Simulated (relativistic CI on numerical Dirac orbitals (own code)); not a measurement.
Ga IV: what numerical and physical settings do to a radial Dirac CI calculation

Reference input:

```
atom Ga  Z=31  charge=3  electrons=28
nucleus A=69  rms_radius_fm=3.9973
hamiltonian dirac-coulomb  breit=on  qed=on  c_scale=1
orbitals kli  potential=per-configuration
slater_scale 1
correlation none
mixing on
grid step=0.0125 r_max=37.3
scf mixing=0.4 start=green max_iterations=150 tolerance=2e-08 node_fill=0.05
configurations
  [Ar] 3d10
  [Ar] 3d9 4s
  [Ar] 3d9 4p
  [Ar] 3d9 4d
  [Ar] 3d8 4s2
end
```

Computed lowest total energy -1939.15412 Ha, first excitation 139054.2 cm⁻¹, 60 SCF steps. Runs with settings changed; * marks those that are bad on purpose:

```tsv
Changed	Outcome	Lowest level	ΔE (Ha)	First excitation (cm⁻¹)	SCF steps	Message
QED terms off	converged	3d¹⁰ ¹S0	-0.572	138922.6	60	
Breit term off, start potential thomas-fermi, SCF mixing 0.1	converged	3d¹⁰ ¹S0	-0.851	138806.6	68	
node fill of the KLI weights 0.5, Breit term off	converged	3d¹⁰ ¹S0	-0.832	141525.0	61	
Slater scale 1.2	converged	3d¹⁰ ¹S0	-0.000213	138781.2	60	
end of the grid at 5.59 bohr *	not converged				12	orbital 3d3/2 not found
grid step 0.08 *	converged	3d¹⁰ ¹S0	0.000604	139051.5	59
```

With so few configurations and no correlation, terms lie too far apart (by 10 to 50 % near neutrality), their order can be wrong, and levels of other configurations are missing.
